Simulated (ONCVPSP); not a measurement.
An all-electron radial function and its pseudo partner (Cd (Z = 48))

Columns: radius, all-electron u(r) and pseudo u(r) of the 4p shell (level -67.94 eV) of cadmium in the configuration [Ar] 3d10 4s2 4p6 4d10 5s1.5 5p0.5; PBEsol, scalar-relativistic, ONCV scheme, ONCVPSP 4.0.1.

| r (bohr) | all-electron | pseudo |
| --- | --- | --- |
| 0.075 | 0.4061 | 0.0219 |
| 0.150 | -0.1229 | 0.0858 |
| 0.225 | -0.5811 | 0.1869 |
| 0.300 | -0.5913 | 0.3179 |
| 0.375 | -0.2959 | 0.4683 |
| 0.450 | 0.1083 | 0.6259 |
| 0.525 | 0.4924 | 0.7779 |
| 0.600 | 0.7968 | 0.9119 |
| 0.675 | 1.0046 | 1.0175 |
| 0.750 | 1.1225 | 1.0881 |
| 0.825 | 1.1670 | 1.1210 |
| 0.900 | 1.1567 | 1.1174 |
| 0.975 | 1.1087 | 1.0821 |
| 1.050 | 1.0371 | 1.0222 |
| 1.125 | 0.9526 | 0.9458 |
| 1.200 | 0.8628 | 0.8604 |
| 1.275 | 0.7730 | 0.7724 |
| 1.350 | 0.6866 | 0.6864 |
| 1.425 | 0.6056 | 0.6055 |
| 1.500 | 0.5312 | 0.5311 |
| 1.575 | 0.4638 | 0.4637 |
| 1.650 | 0.4034 | 0.4033 |
| 1.725 | 0.3497 | 0.3496 |
| 1.800 | 0.3023 | 0.3023 |
| 1.875 | 0.2608 | 0.2608 |
| 1.950 | 0.2246 | 0.2245 |

Problem. How many radial nodes do the two functions have?

Solution. The all-electron 4p function has n − l − 1 = 2; the pseudo-wave has 0, since the states of the same l below it are removed with the core.

Problem. At about which radius was the pseudo-wave matched?

Solution. 1.42 bohr, where the columns begin to agree (steps of 0.07 bohr).

Problem. Is the pseudo-wave norm-conserving?

Solution. Yes: the ONCV scheme keeps the norm inside the radius equal to the all-electron one, which fixes the energy derivative of the logarithmic derivative at the level.
